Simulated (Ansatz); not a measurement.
The cluster Cu₂F⁺: single points at one geometry.

```yaml
crystal:
  periodic: [false, false, false]
  atoms:
    - {symbol: Cu, position_ang: [0.538358, 1.483446, -0.999335]}
    - {symbol: Cu, position_ang: [-0.544867, -1.482075, 0.997754]}
    - {symbol: F, position_ang: [0.006498, -0.001372, 0.001571]}
basis:
  gaussian: {orbitals: def2-TZVP, initial_orbitals: start.molden}
total_charge: 1
correlation: {method: mp2, frozen_orbitals: {Cu: 9, F: 1}}
scf: {omitted_lower_state_checks: [starts]}
output: {orbitals: {seedname: orbitals}}
```

The file start.molden holds the orbitals of an earlier run on this structure, at another level or in another basis.

```sh
$ ansatz run in.yaml --threads 4 --pin off --events-out ev --progress --plain --max-ram 3916MiB
```

It prints (some lines left out):

```
Functional definition: HF
1151 factors; integrals over basis functions are off by at most 8.0e-4 eV
mean field evaluation 1: about -91896.9572 eV, gradient 3.2e1 eV
mean field evaluation 2: about -91897.9737 eV, gradient 1.8e0 eV
mean field evaluation 4: about -91898.2545 eV, gradient 1.6e-1 eV
mean field evaluation 8: about -91898.2546 eV, gradient 2.4e-6 eV
mean field -91898.25462964 eV, -3377.1985667649 hartree, gradient 8.5e-6 eV, S^2 0.000000; 0 other end points of the search recorded, 0 dependent functions left out
19 core orbitals not correlated: weight in the atoms' cores, before any rotation towards them, 1.000 or more for the frozen orbitals, at most 0.000 for the correlated occupied ones
reference -91898.25462964 eV, -3377.1985667649 hartree; 14, 14 occupied and 88, 88 virtual orbitals, 1151 factors
second order -28.72770758 eV of doubles, -0.00000000 eV of singles
Total energy: -91926.98233721 eV, -3378.2542905460 hartree
Checks for a lower state left out: starts
```

Hardware: 4 threads of Arm Neoverse N1 on a shared host. Wall time 1.5 s.

As the first input, with `hamiltonian: {xc: {text: "exchange = 0.90*pbe_x + 0.10*exact_x\ncorrelation = pbe_c"}}` and without the key `correlation` (abridged; 2 s):

```
Functional definition: unnamed
mean field -91977.49248976 eV, -3380.1105044150 hartree, gradient 8.2e-6 eV, S^2 0.000000
Total energy: -91977.49253259 eV, -3380.1105059891 hartree
Checks for a lower state left out: starts
```

As the first input, with `gaussian: {orbitals: def2-TZVPP, initial_orbitals: start.molden}`, `correlation: {method: ccsd_t, frozen_orbitals: {Cu: 9, F: 1}}` (abridged; 13 s):

```
Functional definition: HF
mean field -91898.31429364 eV, -3377.2007593767 hartree, gradient 6.1e-6 eV, S^2 0.000000
19 core orbitals not correlated: weight in the atoms' cores, before any rotation towards them, 1.000 or more for the frozen orbitals, at most 0.000 for the correlated occupied ones
second order -32.86955240 eV of doubles, -0.00000000 eV of singles
cycle   1  -28.00674166 eV  change     4.9e0 eV  update   2.0e-1
cycle   2  -29.31871390 eV  change    -1.3e0 eV  update   1.2e-1
cycle   3  -29.50804080 eV  change   -1.9e-1 eV  update   2.9e-2
cycle   4  -29.50654453 eV  change    1.5e-3 eV  update   1.7e-2
cycle   5  -29.46864805 eV  change    3.8e-2 eV  update   9.6e-3
cycle   6  -29.47412101 eV  change   -5.5e-3 eV  update   6.2e-3
cycle   7  -29.48505248 eV  change   -1.1e-2 eV  update   3.4e-3
cycle   8  -29.48457826 eV  change    4.7e-4 eV  update   1.4e-3
cycle   9  -29.48398916 eV  change    5.9e-4 eV  update   6.5e-4
cycle  10  -29.48480809 eV  change   -8.2e-4 eV  update   2.8e-4
cycle  11  -29.48501849 eV  change   -2.1e-4 eV  update   1.3e-4
cycle  12  -29.48460078 eV  change    4.2e-4 eV  update   6.1e-5
cycle  13  -29.48456448 eV  change    3.6e-5 eV  update   2.8e-5
cycle  14  -29.48460112 eV  change   -3.7e-5 eV  update   1.1e-5
cycle  15  -29.48458542 eV  change    1.6e-5 eV  update   7.4e-6
perturbative correction -1.01455613 eV, -0.0372842500 hartree
Total energy: -91928.81343519 eV, -3378.3215821554 hartree
Checks for a lower state left out: starts
```

As the first input, with `hamiltonian: {xc: pbe}`, `correlation: {method: rpa, frozen_orbitals: {Cu: 9, F: 1}}` and without the key `output` (abridged; 2.9 s):

```
Functional definition: PBE
mean field -91977.44102699 eV, -3380.1086131933 hartree, gradient 1.7e-6 eV, S^2 0.000000
19 core orbitals not correlated: weight in the atoms' cores, before any rotation towards them, 1.000 or more for the frozen orbitals, at most 0.000 for the correlated occupied ones
Total energy: -91932.24748058 eV, -3378.4477809957 hartree
Checks for a lower state left out: starts
```

First input, but with `gaussian: {orbitals: 6-31G}`, `hamiltonian: {xc: {name: B3LYP}, dispersion: d4}` and without the key `correlation` (abridged; 1.2 s):

```
Functional definition: B3LYP
mean field evaluation 16: about -91975.6564 eV, gradient 8.2e-4 eV
mean field -91975.65643643 eV, -3380.0430306997 hartree, gradient 2.6e-5 eV, S^2 0.000000
Total energy: -91975.73880675 eV, -3380.0460577530 hartree
Checks for a lower state left out: starts
```

As the first input, with `hamiltonian: {xc: {text: "exchange = 0.95*pbe_x + 0.05*exact_x\ncorrelation = pbe_c"}}` and without the key `correlation` (abridged; 1.9 s):

```
Functional definition: unnamed
mean field -91977.45781210 eV, -3380.1092300346 hartree, gradient 2.7e-5 eV, S^2 0.000000
Total energy: -91977.45785690 eV, -3380.1092316810 hartree
Checks for a lower state left out: starts
```

First input, but with `hamiltonian: {xc: {name: B2PLYP}}`, `correlation: {frozen_orbitals: {Cu: 9, F: 1}}` and without the key `output` (abridged; 3.5 s):

```
Functional definition: B2PLYP
mean field -91966.69017065 eV, -3379.7135265098 hartree, gradient 1.7e-6 eV, S^2 0.000000
19 core orbitals not correlated: weight in the atoms' cores, before any rotation towards them, 1.000 or more for the frozen orbitals, at most 0.000 for the correlated occupied ones
second order -34.71762588 eV of doubles, -0.00000000 eV of singles
Total energy: -91976.06408128 eV, -3380.0580113716 hartree
Checks for a lower state left out: starts
```

Geometry: PBE-D4/def2-TZVP.

The 6-31G sets use Cartesian d functions. B3LYP takes the VWN-RPA correlation. Correlated methods freeze 19 core orbitals. The structure comes from a short search, and lower isomers may exist.
